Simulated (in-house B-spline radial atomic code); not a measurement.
## RPA and G0W0 on LDA VWN5: K⁸⁺

Configuration [Ne] 3s1, highest spin, mean-field start LDA VWN5. Computed with a B-spline radial code for spherical atoms: all electrons, scalar-relativistic (spin-free one-electron X2C), finite nucleus, each spin shell either full or empty, empty states to l = 9 with an (l + 1/2)⁻⁴ tail; G0W0 by contour deformation at full frequency.

Command:
```bash
python run_gw.py task.json out
```
Settings (radii: box in bohr, nucleus in fm):
```
Z                        19
electrons                11
configuration            [Ne] 3s1
hamiltonian              x2c
method                   lda,vwn
lmax                     9
rms_radius               3.4349
spin_polarised           True
box_radius               7.7
intervals                67
ion_configuration        [He] 2s2 2p6
```

Run time, properties included: 4.1 s on 1 thread of Intel(R) Xeon(R) Platinum 8259CL CPU @ 2.50GHz, with other jobs on the host.

Energies (hartree):

```tsv
term	value
mean-field total	-578.53510
Hartree-Fock functional on these orbitals	-579.85103
direct second order	-0.7453
second-order exchange	0.28718
SOSEX correction	0.26713
```

Question: What is the RPA correlation energy, and what remains with SOSEX?

Answer: RPA gives -0.68821 hartree (-1.7 eV per electron); RPA + SOSEX gives -0.42109, and the second-order doubles -0.45812 hartree (no singles). RPA lacks exchange-type terms and so overcorrelates at short range.

Quasi-particle levels (eV):

```csv
level,occupied,mean field,Σx - vxc,Σc,QP weight,G0W0
3s up,yes,-167.58,-7.89,?,?,?
2p down,yes,-444.56,-32.71,3.28,0.969,-473.98
2p up,yes,-445.20,-32.96,3.39,0.966,-474.77
2s down,yes,-515.34,-43.76,5.24,0.936,-553.85
3s down,no,-163.01,10.71,-2.97,0.949,-155.28
```

G0W0 = mean field + (Σx - vxc) + Σc, with Σc (partial-wave tail included) taken at the quasi-particle energy. Only the outer levels were computed.

Question: Where does G0W0 put 3s up?

Answer: At -177.41 eV, with Σc = -1.94 eV and a quasi-particle weight of 0.974. The tabulated removal energy is 175.817 ± 0.0025 eV (NIST, semi-empirical); the calculation leaves out spin-orbit coupling, Breit and QED terms, and what these don't explain is the method's own error.

Question: What does it cost to remove one electron (to [He] 2s2 2p6) by differences of total energies, each species on its own start (correlation terms add to the Hartree-Fock functional)?

Answer: LDA VWN5 176.63 eV, Hartree-Fock functional 175.25 eV, + RPA 176.88 eV, + RPA + SOSEX 175.77 eV, + second order 175.89 eV. Tabulated: 175.817 ± 0.0025 eV (NIST, semi-empirical); the calculation leaves out spin-orbit coupling, Breit and QED terms, and what these don't explain is the method's own error.
